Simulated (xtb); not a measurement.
Zn(OH)2 (H₂O₂Zn), SMILES [OH][Zn][OH]. All values are semi-empirical tight-binding results from xtb (GFN2-xTB unless named), good for trends rather than for accurate numbers. The structure is a stationary point at GFN2-xTB. The isomer is the one that the SMILES or the coordinates give; other isomers of the formula were not compared. The values are those of a single conformer.

Optimised geometry:

```xyz
5

Zn    -0.0021     0.1815     0.0316
O      1.2287    -0.1532    -1.1041
H      1.7618     0.5195    -1.5219
O     -1.1972    -0.5285     1.0237
H     -1.7786    -0.0268     1.5915
```

For metal compounds this method's bond lengths and energies can be far off.

Computed properties:
```
Quantity                                      Result
-------------------------------------  -------------
point group as xtb finds it                      C2v
orbital gap                                  4.28 eV
zero-point energy                      14.6 kcal/mol
G − E(el) at 298.15 K (modified RRHO)  -2.4 kcal/mol
```

Computed atomic charges and the Wiberg bond orders between heavy atoms:
charges (e) Zn1 0.36, O2 -0.50, H3 0.32, O4 -0.50, H5 0.32. Bond orders Zn1–O2 0.99, Zn1–O4 0.99.
